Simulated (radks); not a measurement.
Question: All-electron atom: Ru+ in [Kr] 4d5 5p2 (not the ground configuration). Calculated with a radial shooting solver on a logarithmic mesh with Libxc functionals: scalar-relativistic Kohn-Sham, PBEsol, spin-unpolarised, spherical densities, finite nucleus; Fermi nuclear charge, rms radius 4.4809 fm. Some entries of the table are withheld. Estimate them.

orbital  occ.  eigenvalue (eV)  <r^2> (bohr^2)  r(max) (bohr)
1s          2              (1)        0.001511        0.02173
2s          2        -3171.093         0.02503         0.1230
2p          6        -2842.626             (2)        0.09826
3s          2        -573.4179          0.1859         0.3618
3p          6              (3)          0.1890         0.3550
3d         10        -291.7098          0.1767         0.3009
4s          2         -94.1609           1.157         0.9118
4p          6              (4)           1.411         0.9777
4d          5              (5)           2.617          1.174
5p          2          -9.1476           13.13          2.948

Answer: 
(1) 1s eigenvalue (eV): -21941.96
(2) 2p <r^2> (bohr^2): 0.01970
(3) 3p eigenvalue (eV): -465.4931
(4) 4p eigenvalue (eV): -63.8695
(5) 4d eigenvalue (eV): -20.8758
